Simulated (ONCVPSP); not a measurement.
**Before and after: ONCV potential for selenium (Se)**

ONCVPSP 4.0.1 input, shortened (lines: element, Z, core and valence counts, functional; n l f; lmax; l rc ep ncon nbas qcut; lloc lpopt rc5 dvloc0; l nproj debl; icmod fcfact rcfact), PBEsol, scalar-relativistic:

```
  Se 34.00    3    5  -116133      upf
    1    0    2.00
    2    0    2.00
    2    1    6.00
    3    0    2.00
    3    1    6.00
    3    2   10.00
    4    0    2.00
    4    1    4.00
    2
    0    0.90    0.00    4    8   16.80
    1    1.20    0.00    4    8   13.90
    2    1.05    0.00    4    9   17.50
    4    5    0.70   -1.00
    0    2    1.10
    1    2    2.00
    2    2    3.70
    0    0.00    0.00
```

Change: s: rc 0.64; local potential polynomial inside 0.64 bohr (lpopt 5, dvloc0 -1 Ha).

Cutoffs: the cutoffs (Ha) at which the residual kinetic energy of the hardest occupied pseudo-wave falls to 1 and 0.1 mHa per electron; they do not see the model core or the augmentation charge, which bear on the density cutoff. Errors are all-electron minus pseudo energies relative to the spin-unpolarised reference configuration.

Predict the effect on cutoff, ghosts and configuration errors.

The potential gets harder (112 Ha and 125 Ha → 119 Ha and 137 Ha); of the 4 tests that both files solve, the error grows in 1 and shrinks in 0 by more than 15 % and 0.3 meV (median size 2.9 → 3.4 meV); neither file shows a bound ghost. A smaller radius makes the pseudo-wave follow the all-electron one further in, where it bends more sharply, so more plane waves are needed.

| quantity | base | changed |
| --- | --- | --- |
| cutoff, loose | 112 Ha | 119 Ha |
| cutoff, tight | 125 Ha | 137 Ha |
| loose cutoff by channel | s 89 Ha, p 62 Ha, d 112 Ha | s 119 Ha, p 62 Ha, d 112 Ha |
| bound ghosts | none | none |
| GHOST(+) flags under 300 eV | none | none |
| error for 3s2 3p6 3d10 4s2 4p3, meV [ΔE 10.85 eV] | -1.5 | -1.6 |
| error for 3s2 3p6 3d10 4s2 4p2, meV [ΔE 31.22 eV] | -4.4 | -4.6 |
| error for 3s2 3p6 3d10 4s2 4p1, meV [ΔE 62.12 eV] | -8.8 | -9.4 |
| error for 3s2 3p6 3d10 4s0 4p6, meV [ΔE 21.98 eV] | +0.8 | +2.2 |
| p: phases at 1.22 bohr within 0.05 rad from the reference energy up to (Ha; the scan ends near 5) | to the end of the scan | to the end of the scan |
| d: phases at 1.07 bohr within 0.05 rad from the reference energy up to (Ha; the scan ends near 5) | to the end of the scan | to the end of the scan |
